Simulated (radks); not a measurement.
The numbers below are computed, except where a source is named.
Task: Mean orbital radii <r> (bohr) of the rhenium ion Re2+, [Xe] 4f14 5d5, of relativity; Dirac values are averaged over j with weights 2j + 1. Spin-unpolarised spherical Kohn-Sham, PBE, point nucleus unless stated (finite: rms radius 5.3698 fm), a radial shooting solver on a logarithmic mesh with Libxc functionals. A level marked "c x" has the speed of light scaled by that factor and shares open shells by 2j + 1; other Dirac levels either fill j = l - 1/2 first or share by 2j + 1.

shell  non-rel.
2s      0.08527
2p      0.07211
3s       0.2163
3p       0.2064
3d       0.1809
4s       0.4811
4p       0.4876
4d       0.5023
5s        1.137
4f       0.5636
5p        1.252
5d        1.747

Give the values at the level "Dirac, c x 10".

Result: 
shell  Dirac, c x 10  change of magnitude (%)
2s           0.08518                    -0.11
2p           0.07207                    -0.06
3s            0.2161                    -0.08
3p            0.2063                    -0.04
3d            0.1808                    -0.01
4s            0.4807                    -0.08
4p            0.4874                    -0.04
4d            0.5023                    -0.01
5s             1.136                    -0.08
4f            0.5638                    +0.03
5p             1.252                    -0.04
5d             1.748                    +0.02
